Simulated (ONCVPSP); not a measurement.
## u(r) = r·R(r): atom against pseudo-atom (C (Z = 6))

Columns: radius, all-electron u(r) and pseudo u(r) of the 2p shell (level -10.72 eV) of carbon in the configuration [He] 2s2 2p1.5; PBE, scalar-relativistic, ONCV scheme, ONCVPSP 4.0.1.

| r (bohr) | all-electron | pseudo |
| --- | --- | --- |
| 0.135 | 0.0847 | 0.0293 |
| 0.270 | 0.2394 | 0.1123 |
| 0.405 | 0.3923 | 0.2348 |
| 0.540 | 0.5192 | 0.3774 |
| 0.675 | 0.6155 | 0.5190 |
| 0.810 | 0.6838 | 0.6413 |
| 0.945 | 0.7257 | 0.7319 |
| 1.080 | 0.7450 | 0.7857 |
| 1.215 | 0.7463 | 0.8041 |
| 1.350 | 0.7338 | 0.7934 |
| 1.485 | 0.7112 | 0.7624 |
| 1.620 | 0.6814 | 0.7195 |
| 1.755 | 0.6469 | 0.6718 |
| 1.890 | 0.6097 | 0.6238 |
| 2.025 | 0.5711 | 0.5779 |
| 2.160 | 0.5323 | 0.5350 |
| 2.295 | 0.4940 | 0.4949 |
| 2.430 | 0.4570 | 0.4571 |
| 2.565 | 0.4214 | 0.4215 |
| 2.700 | 0.3877 | 0.3877 |
| 2.835 | 0.3560 | 0.3560 |
| 2.970 | 0.3262 | 0.3262 |
| 3.105 | 0.2984 | 0.2984 |
| 3.240 | 0.2726 | 0.2726 |
| 3.375 | 0.2487 | 0.2487 |
| 3.510 | 0.2266 | 0.2266 |

(1) How many radial nodes do the two functions have?

(2) At about which radius was the pseudo-wave matched?

(3) Is the pseudo-wave norm-conserving?

Results:

(1) The all-electron 2p function has n − l − 1 = 0; the pseudo-wave has 0.

(2) 2.70 bohr. The columns agree to 0.0005 from 2.43 bohr on; several derivatives are matched, so the curves merge somewhat inside the radius.

(3) Yes: the ONCV scheme keeps the norm inside the radius equal to the all-electron one, which fixes the energy derivative of the logarithmic derivative at the level.
